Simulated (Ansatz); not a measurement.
This triplet is an excited state, 2.33 eV above the relaxed singlet at the level composite: frozen-core CCSD(T) with HF/cc-pVQZ and the correlation energy extrapolated as X^-3 from cc-pVTZ and cc-pVQZ, plus CCSDT(Q) minus CCSD(T) in cc-pVDZ // PBE0-D3(BJ)/def2-TZVP (Ansatz, an electronic-structure program).

A geometry relaxed with PBE0-D3(BJ)/def2-TZVP run with Ansatz, charge 0, multiplicity 3:

```xyz
3

Cl    -1.7542    -0.3524     0.0000
Cl     1.7553    -0.3469     0.0000
Si    -0.0011     0.6993     0.0000
```

Problem. Write the SMILES of this molecule.

Solution. `Cl[Si]Cl`
